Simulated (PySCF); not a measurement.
C5H7N, SMILES C#C/C=N/CC. Geometry: B3LYP-D3(BJ)/def2-SVP. The structure was generated by enumeration; whether it is a known compound was not checked. The values are those of a single conformer.

Computed equilibrium geometry at B3LYP-D3(BJ)/def2-SVP (PySCF confirms it by a frequency run) as Cartesian coordinates in Å (one conformer of several):
```xyz
13

C      3.1479     0.4240    -0.2350
C      1.9959     0.0443    -0.2113
C      0.6516    -0.4568    -0.2324
N     -0.2823     0.0539     0.4663
C     -1.6040    -0.5231     0.3617
C     -2.6150     0.5251    -0.1021
H      4.1634     0.7734    -0.2433
H      0.4792    -1.3273    -0.9006
H     -1.6267    -1.4059    -0.3129
H     -1.8898    -0.8749     1.3694
H     -2.5964     1.3995     0.5656
H     -2.3791     0.8713    -1.1207
H     -3.6331     0.1057    -0.1067
```
